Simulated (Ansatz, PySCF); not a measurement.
This PySCF input computes a PBE0/def2-TZVPD energy:

```python
from pyscf import gto, scf, dft

mol = gto.M(
    atom='''
    Sr   -0.11955528   -0.42421036   -0.45772229
    F     0.12207594    1.64112377    0.30935921
    F     0.38271300    0.14998662    1.62324603
    ''',
    basis='def2-tzvpd',
    ecp='def2-tzvp',
    charge=1,
    spin=1,
    verbose=4,
)

mf = dft.UKS(mol, xc='pbe0').density_fit(auxbasis='def2-universal-jkfit')
mf.grids.level = 3
mf.conv_tol = 1e-9
mf.max_cycle = 100
mf.max_memory = 1500
mf.kernel()
if not mf.converged:
    mf = mf.newton()
    mf.kernel(mf.make_rdm1())
for _ in range(2):
    mo, _, stable, _ = mf.stability(return_status=True)
    if stable:
        break
    mf.kernel(mf.make_rdm1(mo, mf.mo_occ))
mf.analyze()
```

Question: Write an input for the same energy in Ansatz (a first-principles code) and say what it gives.

Answer: 
Ansatz 0.2 input:
```yaml
crystal:
  periodic: [false, false, false]
  atoms:
    - {symbol: Sr, position_ang: [-0.11955528, -0.42421036, -0.45772229]}
    - {symbol: F, position_ang: [0.12207594, 1.64112377, 0.30935921]}
    - {symbol: F, position_ang: [0.38271300, 0.14998662, 1.62324603]}
basis:
  gaussian:
    orbitals: def2-TZVPD
hamiltonian:
  xc: {name: PBE0}
total_charge: 1
magnetization: {spin_polarized: true, initial_magnetization: 1}
output: {forces: true}
```
It gives -230.06663 Eh, and PySCF -230.06665 Eh, a difference of 0.02 mEh, from the treatment of integrals and grids.
